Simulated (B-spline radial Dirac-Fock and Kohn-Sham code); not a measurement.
# How the levels of iridium move as electrons are removed

These are calculated numbers from a B-spline atomic structure program; the model is ΔSCF Dirac-Fock with Breit, self-energy and vacuum polarisation, finite nucleus, configuration average. Each ion is free and in its tabulated ground configuration. Correlation and solid-state effects are left out.

Reference: Ir⁷⁰⁺, [He] 2s2 2p3, with K 83873.2 eV. Shifts from it, in eV (a dash: the subshell is empty, belongs to an open shell averaged over j, or its hole state is left out as unreliable):

| ion | configuration | K |
| --- | --- | --- |
| Ir⁷¹⁺ | [He] 2s2 2p2 | ? |
| Ir⁷²⁺ | [He] 2s2 2p1 | +1053.8 |
| Ir⁷³⁺ | [He] 2s2 | +1588.7 |
| Ir⁷⁵⁺ | 1s2 | +2564.2 |
| Ir⁷⁶⁺ | 1s1 | +4240.1 |

Q: Give the missing shifts for Ir⁷¹⁺.

A: K +524.2 (eV).
